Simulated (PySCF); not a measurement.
C2H3O2, doublet, at a GFN2-xTB geometry; PySCF with REVPBE/STO-3G.

PySCF was given this input:
```python
from pyscf import gto, scf, dft

mol = gto.M(
    atom='''
C    -0.879281    0.003510    0.015641
O    -0.818830   -1.011327    0.656700
O     0.170849    0.700151   -0.446594
H    -1.802591    0.513737   -0.288524
C     1.414846    0.280287   -0.206134
H     1.577655   -0.618866    0.359629
H     2.195402    0.891757   -0.608989
''',
    basis='sto-3g',
    charge=0,
    spin=1,
    verbose=4,
)

mf = dft.UKS(mol)
mf.xc = 'revpbe'
mf.kernel()
```

Problem. Write the output that PySCF gives for this input, abridged.

Solution. 
```
PySCF version 2.14.0

[INPUT] verbose = 4
[INPUT] num. atoms = 7
[INPUT] num. electrons = 31
[INPUT] charge = 0
[INPUT] spin (= nelec alpha-beta = 2S) = 1
[INPUT] symmetry False subgroup None
[INPUT] Mole.unit = angstrom
[INPUT] Symbol           X                Y                Z      unit          X                Y                Z       unit  Magmom
[INPUT]  1 C     -0.879281000000   0.003510000000   0.015641000000 AA   -1.661600276534   0.006632938697   0.029557206314 Bohr   0.0
[INPUT]  2 O     -0.818830000000  -1.011327000000   0.656700000000 AA   -1.547364442578  -1.911131052378   1.240983146002 Bohr   0.0
[INPUT]  3 O      0.170849000000   0.700151000000  -0.446594000000 AA    0.322857818656   1.323093635840  -0.843940348874 Bohr   0.0
[INPUT]  4 H     -1.802591000000   0.513737000000  -0.288524000000 AA   -3.406403304606   0.970822230056  -0.545231340364 Bohr   0.0
[INPUT]  5 C      1.414846000000   0.280287000000  -0.206134000000 AA    2.673671448436   0.529665666276  -0.389536804961 Bohr   0.0
[INPUT]  6 H      1.577655000000  -0.618866000000   0.359629000000 AA    2.981335869051  -1.169487247805   0.679600316451 Bohr   0.0
[INPUT]  7 H      2.195402000000   0.891757000000  -0.608989000000 AA    4.148708513322   1.685176499664  -1.150822422873 Bohr   0.0

nuclear repulsion = 115.304377225215
number of shells = 15
number of NR pGTOs = 69
number of NR cGTOs = 23
basis = sto-3g
ecp = {}

******** <class 'pyscf.dft.uks.UKS'> ********
method = UKS
initial guess = minao
damping factor = 0
level_shift factor = 0
DIIS = <class 'pyscf.scf.diis.CDIIS'>
diis_start_cycle = 1
diis_space = 8
diis_damp = 0
SCF conv_tol = 1e-09
SCF conv_tol_grad = None
SCF max_cycles = 50
direct_scf = True
direct_scf_tol = 1e-13
number electrons alpha = 16  beta = 15
XC library pyscf.dft.libxc version 7.1.2
    S. Lehtola, C. Steigemann, M. J. T. Oliveira, and M. A. L. Marques,  SoftwareX 7, 1–5 (2018)
XC functionals = revpbe
    Y. Zhang and W. Yang,  Phys. Rev. Lett. 80, 890 (1998)
    J. P. Perdew, K. Burke, and M. Ernzerhof,  Phys. Rev. Lett. 77, 3865 (1996)
    J. P. Perdew, K. Burke, and M. Ernzerhof,  Phys. Rev. Lett. 78, 1396 (1997)
radial grids:
    Treutler-Ahlrichs [JCP 102, 346 (1995); DOI:10.1063/1.469408] (M4) radial grids

becke partition: Becke, JCP 88, 2547 (1988); DOI:10.1063/1.454033
pruning grids: <function nwchem_prune>
grids dens level: 3
symmetrized grids: False
atomic radii adjust function: <function treutler_atomic_radii_adjust>
small_rho_cutoff = 0
Set gradient conv threshold to 3.16228e-05
tot grids = 85824
init E= -226.004679671219

cycle= 1 E= -225.125719239621  delta_E= 0.879  |g|= 0.495  |ddm|= 2.61
cycle= 2 E= -223.360759114798  delta_E= 1.76  |g|=  1.6  |ddm|=  2.5
cycle= 3 E= -225.042650242662  delta_E= -1.68  |g|= 0.579  |ddm|= 2.47
cycle= 4 E= -225.286781570366  delta_E= -0.244  |g|= 0.04  |ddm|= 0.95
cycle= 5 E= -225.287900542398  delta_E= -0.00112  |g|= 0.0181  |ddm|= 0.105
cycle= 6 E= -225.288122766571  delta_E= -0.000222  |g|= 0.00702  |ddm|= 0.0352
cycle= 7 E= -225.288154426816  delta_E= -3.17e-05  |g|= 0.00151  |ddm|= 0.012
cycle= 8 E= -225.288157019863  delta_E= -2.59e-06  |g|= 0.00033  |ddm|= 0.00405
cycle= 9 E= -225.288157142855  delta_E= -1.23e-07  |g|= 5.22e-05  |ddm|= 0.000839
cycle= 10 E= -225.288157146908  delta_E= -4.05e-09  |g|= 1.83e-05  |ddm|= 0.000163
cycle= 11 E= -225.28815714739  delta_E= -4.82e-10  |g|= 3.61e-06  |ddm|= 6.55e-05
Extra cycle  E= -225.288157147379  delta_E= 1.14e-11  |g|= 5.81e-06  |ddm|= 1.94e-05
converged SCF energy = -225.288157147379  <S^2> = 0.75366123  2S+1 = 2.0036579
```
